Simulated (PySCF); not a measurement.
## Vertical excitation energies

TiF₄ (singlet state).
Z-matrix (Å and degrees, PBE0-D3(BJ)/def2-SVP geometry), rows numbered from 1:
```
F 
Ti  1  1.7258
F   2  1.7255  1  109.57
F   2  1.7257  1  109.43  3  -119.96
F   2  1.7255  1  109.52  3   120.03
```

Method used: PySCF, TDDFT CAM-B3LYP/def2-SVPD, vertical, gas phase, core orbitals frozen in the response.

```
state  E (eV)  λ (nm)  ν̃ (cm⁻¹)       f  symmetry  main configurations (H = HOMO, L = LUMO)
   S1    7.52   164.8      60680  0.0000         –                    H-2/H-1/H→L/L+1 (≥92%)
   S2    7.52   164.8      60690  0.0000         –                    H-2/H-1/H→L/L+1 (≥80%)
   S3    7.53   164.8      60690  0.0000         –                    H-2/H-1/H→L/L+1 (≥87%)
   S4    7.76   159.8      62590  0.0097        T2                    H-2/H-1/H→L/L+1 (≥66%)
   S5    7.76   159.8      62590  0.0097        T2                    H-2/H-1/H→L/L+1 (≥60%)
   S6    7.76   159.7      62600  0.0097        T2  H-2/H-1/H→L/L+1 (≥69%), H-3→L/L+1 (≥12%)
   S7    7.94   156.1      64070  0.0000         –        H-5→L/L+1 (≥76%), H-4→L/L+1 (≥16%)
   S8    7.94   156.1      64070  0.0000         –        H-3→L/L+1 (≥55%), H-4→L/L+1 (≥18%)
   S9    7.94   156.1      64080  0.0000         –        H-4→L/L+1 (≥49%), H-3→L/L+1 (≥37%)
```

Triplets, Tamm–Dancoff:

```json
{"state": "T1", "E (eV)": "7.24", "λ (nm)": "171.2", "main configurations (H = HOMO, L = LUMO)": "H-2/H-1/H→L/L+1 (≥80%)"}
{"state": "T2", "E (eV)": "7.24", "λ (nm)": "171.2", "main configurations (H = HOMO, L = LUMO)": "H-2/H-1/H→L/L+1 (≥74%)"}
{"state": "T3", "E (eV)": "7.24", "λ (nm)": "171.1", "main configurations (H = HOMO, L = LUMO)": "H-2/H-1/H→L/L+1 (≥84%)"}
```

The lowest singlet level (S1/S2/S3) comes at 165 nm (726 kJ/mol) in the vacuum ultraviolet; it is dark (f under 0.0005). The strongest level in the table is S4/S5/S6 at 7.76 eV (160 nm, f = 0.029 summed). S1/S2/S3, S4/S5/S6 and S7/S8/S9 lie within about 0.01 eV of each other in each set; the point group Td has degenerate representations, and within a degenerate level the listed configurations can mix freely. For S1 the Löwdin share of titanium is at most 2% in HOMO and 79% in LUMO (ligand-to-metal charge transfer by this measure). Weighted by f, the mean energy of these states is 7.76 eV. Orbital energies (eV): HOMO-3 -14.75, HOMO-2 -14.26, HOMO-1 -14.26, HOMO -14.26, LUMO -2.08, LUMO+1 -2.08, LUMO+2 -0.86. The oscillator strengths of these states sum to 0.029; summed over the whole spectrum of an exact calculation they would give the number of electrons, 58 (Thomas–Reiche–Kuhn). Symmetry labels in Td follow from the direction of the transition dipole and are given only for states with f of 0.002 or more. Orbitals of the list HOMO-3 to LUMO+2 that lie within 0.01 eV of each other are written together with a slash and their weights summed (≥ marks a lower bound); for degenerate orbitals outside that list single weights are arbitrary. Only the lowest 10 singlets were computed, as vertical energies without vibronic structure. The highest level found (8.24 eV, f 0.011 so far) is left out, since the window may have cut off a degenerate partner.
